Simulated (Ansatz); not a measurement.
`[F][InH][SeH]` + `[SiH3]P` → `P[SiH2][SeH]` + `[F][InH2]` at 400 K and 1 bar (formal exchange of groups at the Se–In bond).

Computed with Ansatz on PBE0-D4/def2-TZVP structures; ΔE is electronic, products minus reactants. CCSD(T)/CBS adds triple-zeta CCSD(T) − MP2 to the extrapolated MP2 energy (def2 sets, frozen cores). This one scheme is used for every species. Elements past krypton have def2 core potentials. For In, Se outer-core shells are correlated without core-valence functions, which leaves a few kJ/mol of doubt a bond. Scalar relativity is left out up to krypton. Each species was taken in one conformer, which may not be the lowest.

| species | CCSD(T)/CBS energy (Eh) | H − E (kJ/mol) | S (J/(mol·K)) |
| --- | --- | --- | --- |
| `[F][InH][SeH]` | -2691.57127 | 66.5 | 354.5 |
| `[SiH3]P` | -633.00997 | 132.7 | 302.6 |
| `P[SiH2][SeH]` | -3033.74999 | 142.8 | 370.3 |
| `[F][InH2]` | -290.81142 | 53.0 | 281.4 |

H − E and S are ideal-gas, rigid-rotor, harmonic terms from PBE0-D4/def2-TZVP, for one conformer and one mirror image of each species. 1 Eh = 2625.50 kJ/mol, R = 8.31446 J/(mol·K).

Problem. By hand: ΔE, ΔH, ΔS and ΔG.

Solution. ΔE = (-3033.74999) + (-290.81142) − (-2691.57127) − (-633.00997) = 0.01983 Eh = 52.1 kJ/mol. Δ(H − E) = 142.8 + 53.0 − 66.5 − 132.7 = -3.4, so ΔH = 48.7 kJ/mol. ΔS = 370.3 + 281.4 − 354.5 − 302.6 = -5.4 J/(mol·K). ΔG = 48.7 − 400 × (-5.4)/1000 = 50.9 kJ/mol.

Problem. By hand: the equilibrium constant, and the temperature at which ΔG would vanish if ΔH and ΔS stayed fixed.

Solution. log₁₀ K = −ΔG/(RT ln 10) = -6.6. ΔH and −TΔS have one sign here, so there is no such temperature. One of them is within its doubt of zero, so this could turn.

The number of gas molecules stays the same, so ΔS is small and ΔH decides. A doubt of 5 kJ/mol in ΔE shifts log₁₀ K by 0.7 here. Other conformers and mirror images would add mixing entropy, several J/(mol·K) or more a flexible species. These are equilibria of isolated gas molecules and say nothing of rates. Largest T1 diagnostic: 0.016 (customary marks: 0.02 for closed shells, 0.045 for open ones).
